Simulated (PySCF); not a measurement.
Ionisation energy of Mn(2+) by level of theory

Mn(2+) [Ar] 3d5 (6S) → Mn(3+) [Ar] 3d4 (5D), as a difference of total energies. All numbers are calculated (PySCF 2.14, no relativity, point nucleus, in cc-pVTZ). Correlated levels: valence: [Ar] frozen. The calculations carry no spin-orbit coupling.

```json
{"method": "UHF", "ionisation energy (eV)": "32.589", "difference from reference (eV)": "-1.079"}
{"method": "M06-L", "ionisation energy (eV)": "33.743", "difference from reference (eV)": "+0.075"}
{"method": "M06-2X", "ionisation energy (eV)": "33.632", "difference from reference (eV)": "-0.036"}
{"method": "MP2 (valence)", "ionisation energy (eV)": "33.418", "difference from reference (eV)": "-0.250"}
{"method": "SCS-MP2 (valence)", "ionisation energy (eV)": "32.865", "difference from reference (eV)": "-0.803"}
```

Reference: 33.668 ± 0.012 eV (measured; NIST Atomic Spectra Database, ionization energies).

These non-relativistic numbers lack the scalar-relativistic shift.

The reference lies between the lowest fine-structure levels, while these numbers refer to the centres of the terms.

Errors of the correlated levels include the incompleteness of this basis and the frozen core.
